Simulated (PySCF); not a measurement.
## Broadened absorption spectrum of hydrogen diatomic

Species: hydrogen diatomic, H₂.
SMILES: `[H][H]`

Method used: TDDFT CAM-B3LYP/aug-cc-pVTZ, vertical, gas phase, core orbitals frozen in the response in PySCF 2.14.0, density-fitted response routines. Isolated species at its PBE0-D3(BJ)/def2-TZVP geometry, gas phase.

Each state is given a Gaussian of 0.5 eV full width at half maximum, with ε(max) = 2.175×10⁸ f / Δν̃ (Δν̃ the width in cm⁻¹). The width is an assumption, not a result. The curve ends short of the highest state used, and states not computed would add to its high-energy end.

```json
{"λ (nm)": "62.6", "ε (L mol⁻¹ cm⁻¹)": "89"}
{"λ (nm)": "63.5", "ε (L mol⁻¹ cm⁻¹)": "1"}
{"λ (nm)": "64.4", "ε (L mol⁻¹ cm⁻¹)": "0"}
{"λ (nm)": "65.4", "ε (L mol⁻¹ cm⁻¹)": "0"}
{"λ (nm)": "66.3", "ε (L mol⁻¹ cm⁻¹)": "0"}
{"λ (nm)": "67.3", "ε (L mol⁻¹ cm⁻¹)": "0"}
{"λ (nm)": "68.2", "ε (L mol⁻¹ cm⁻¹)": "0"}
{"λ (nm)": "69.2", "ε (L mol⁻¹ cm⁻¹)": "0"}
{"λ (nm)": "70.1", "ε (L mol⁻¹ cm⁻¹)": "0"}
{"λ (nm)": "71.0", "ε (L mol⁻¹ cm⁻¹)": "0"}
{"λ (nm)": "72.0", "ε (L mol⁻¹ cm⁻¹)": "0"}
{"λ (nm)": "72.9", "ε (L mol⁻¹ cm⁻¹)": "0"}
{"λ (nm)": "73.9", "ε (L mol⁻¹ cm⁻¹)": "0"}
{"λ (nm)": "74.8", "ε (L mol⁻¹ cm⁻¹)": "0"}
{"λ (nm)": "75.8", "ε (L mol⁻¹ cm⁻¹)": "0"}
{"λ (nm)": "76.7", "ε (L mol⁻¹ cm⁻¹)": "0"}
{"λ (nm)": "77.6", "ε (L mol⁻¹ cm⁻¹)": "0"}
{"λ (nm)": "78.6", "ε (L mol⁻¹ cm⁻¹)": "0"}
{"λ (nm)": "79.5", "ε (L mol⁻¹ cm⁻¹)": "0"}
{"λ (nm)": "80.5", "ε (L mol⁻¹ cm⁻¹)": "4"}
{"λ (nm)": "81.4", "ε (L mol⁻¹ cm⁻¹)": "79"}
{"λ (nm)": "82.4", "ε (L mol⁻¹ cm⁻¹)": "883"}
{"λ (nm)": "83.3", "ε (L mol⁻¹ cm⁻¹)": "3940"}
{"λ (nm)": "84.2", "ε (L mol⁻¹ cm⁻¹)": "9649"}
{"λ (nm)": "85.2", "ε (L mol⁻¹ cm⁻¹)": "13530"}
{"λ (nm)": "86.1", "ε (L mol⁻¹ cm⁻¹)": "10739"}
{"λ (nm)": "87.1", "ε (L mol⁻¹ cm⁻¹)": "6568"}
{"λ (nm)": "88.0", "ε (L mol⁻¹ cm⁻¹)": "10059"}
{"λ (nm)": "88.9", "ε (L mol⁻¹ cm⁻¹)": "22836"}
{"λ (nm)": "89.9", "ε (L mol⁻¹ cm⁻¹)": "37853"}
{"λ (nm)": "90.8", "ε (L mol⁻¹ cm⁻¹)": "38271"}
{"λ (nm)": "91.8", "ε (L mol⁻¹ cm⁻¹)": "24199"}
{"λ (nm)": "92.7", "ε (L mol⁻¹ cm⁻¹)": "10754"}
{"λ (nm)": "93.7", "ε (L mol⁻¹ cm⁻¹)": "2883"}
{"λ (nm)": "94.6", "ε (L mol⁻¹ cm⁻¹)": "620"}
{"λ (nm)": "95.5", "ε (L mol⁻¹ cm⁻¹)": "98"}
{"λ (nm)": "96.5", "ε (L mol⁻¹ cm⁻¹)": "9"}
{"λ (nm)": "97.4", "ε (L mol⁻¹ cm⁻¹)": "1"}
{"λ (nm)": "98.4", "ε (L mol⁻¹ cm⁻¹)": "0"}
{"λ (nm)": "99.3", "ε (L mol⁻¹ cm⁻¹)": "1"}
{"λ (nm)": "100.3", "ε (L mol⁻¹ cm⁻¹)": "15"}
{"λ (nm)": "101.2", "ε (L mol⁻¹ cm⁻¹)": "86"}
{"λ (nm)": "102.1", "ε (L mol⁻¹ cm⁻¹)": "368"}
{"λ (nm)": "103.1", "ε (L mol⁻¹ cm⁻¹)": "1346"}
{"λ (nm)": "104.0", "ε (L mol⁻¹ cm⁻¹)": "3274"}
{"λ (nm)": "105.0", "ε (L mol⁻¹ cm⁻¹)": "6566"}
{"λ (nm)": "105.9", "ε (L mol⁻¹ cm⁻¹)": "9571"}
{"λ (nm)": "106.9", "ε (L mol⁻¹ cm⁻¹)": "11193"}
{"λ (nm)": "107.8", "ε (L mol⁻¹ cm⁻¹)": "10298"}
{"λ (nm)": "108.7", "ε (L mol⁻¹ cm⁻¹)": "7747"}
{"λ (nm)": "109.7", "ε (L mol⁻¹ cm⁻¹)": "4512"}
{"λ (nm)": "110.6", "ε (L mol⁻¹ cm⁻¹)": "2290"}
{"λ (nm)": "111.6", "ε (L mol⁻¹ cm⁻¹)": "881"}
{"λ (nm)": "112.5", "ε (L mol⁻¹ cm⁻¹)": "314"}
{"λ (nm)": "113.4", "ε (L mol⁻¹ cm⁻¹)": "96"}
{"λ (nm)": "114.4", "ε (L mol⁻¹ cm⁻¹)": "22"}
```

(1) Locate the maxima and give the states behind the curve.

(2) Coming from long wavelengths, where does ε first pass 100 L mol⁻¹ cm⁻¹?

Answers

(1) 107 nm (11.59 eV), ε about 11000, made up of S1 (100%); 90 nm (13.72 eV), ε about 40000, made up of S3 (50%) and S4 (50%); 85 nm (14.55 eV), ε about 14000, made up of S5 (100%) (ε in L mol⁻¹ cm⁻¹; maxima over ε = 5, shares over 10%). At its high-energy end, 19.82 eV, the curve is still rising (ε about 110, from S10). The states used: S1 11.59 eV (f 0.208); S2 11.83 eV (f 0.0000); S3 13.72 eV (f 0.372); S4 13.72 eV (f 0.372); S5 14.55 eV (f 0.251); S6 16.62 eV (f 0.0000); S7 16.74 eV (f 0.0000); S8 16.74 eV (f 0.0000); S9 20.17 eV (f 0.0000); S10 20.42 eV (f 0.107).

(2) At about 113 nm (10.94 eV), 0.65 eV below S1.

On one thread of an Arm Neoverse V1, no GPU, on a shared host, this took 0.17 s wall and 0.24 GiB of memory at its peak.
